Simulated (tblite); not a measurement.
Run record: tight-binding relaxation, `FC(F)C1=CC=CBC[SiH+]1`.

Computed with GFN2-xTB geometry optimisation, gas phase (tblite 0.8.0). Start geometry: from a force field or distance geometry. The command runs a driver script over a list of jobs; the input below is this job's line of settings and its coordinates in Å.

Command:
```bash
OMP_NUM_THREADS=1 python probes_run.py task.json out
```

Input:
```
{"job": {"kind": "relax", "xc": "GFN2-xTB", "basis": "xTB"}, "charge": 1, "multiplicity": 1}
F      2.845800    -1.006500    -1.784400
C      2.584500    -0.656800    -0.482900
F      2.713700    -1.847100     0.267200
C      1.197300    -0.181700    -0.248600
C      1.077200     1.032300     0.229200
C     -0.121100     1.790300     0.550500
C     -1.374200     1.508200     0.730300
B     -2.103200     0.145200     0.657300
C     -2.008900    -1.037100    -0.415100
Si    -0.187700    -1.346700    -0.611100
H      3.261900     0.077100    -0.048100
H      1.997300     1.568700     0.387200
H      0.093900     2.857000     0.688100
H     -1.987600     2.361800     0.975700
H     -3.169100     0.151800     1.184000
H     -2.593800    -1.900900    -0.024300
H     -2.345900    -0.697800    -1.406300
H      0.111200    -2.811400    -0.660400
```

Output:
```
step      E/eV     max force
  0    -784.35073    3.746
  1    -784.66524    2.391
  2    -784.83912    0.960
  3    -784.96246    0.919
  4    -785.04220    0.733
  5    -785.07731    0.415
  6    -785.09316    0.321
  7    -785.10852    0.414
  8    -785.12112    0.425
  9    -785.13299    0.287
... (179 lines left out)
189    -785.29575    0.037
190    -785.29582    0.075
191    -785.29599    0.023
192    -785.29607    0.019
193    -785.29626    0.024
194    -785.29635    0.021
195    -785.29646    0.021
196    -785.29650    0.014
197    -785.29651    0.015
198    -785.29653    0.009
```

«max force» is the largest atomic force in eV/Å.

Q: From which step on does the largest force stay under 0.1 eV/Å, and how much energy is left to gain from there?

A: From step 145 (0.096 eV/Å), 9.7 meV above the end.

In short: energy lowered by 21.8 kcal/mol over 198 steps; largest atomic force 0.009 eV/Å at the end.

Q: Estimate the wall time. Hardware: one thread of an Arm Neoverse V1, no GPU (shared host).

A: About 1.9 s.
Labels such as C1 count atoms from 1, the log's own numbers from 0.
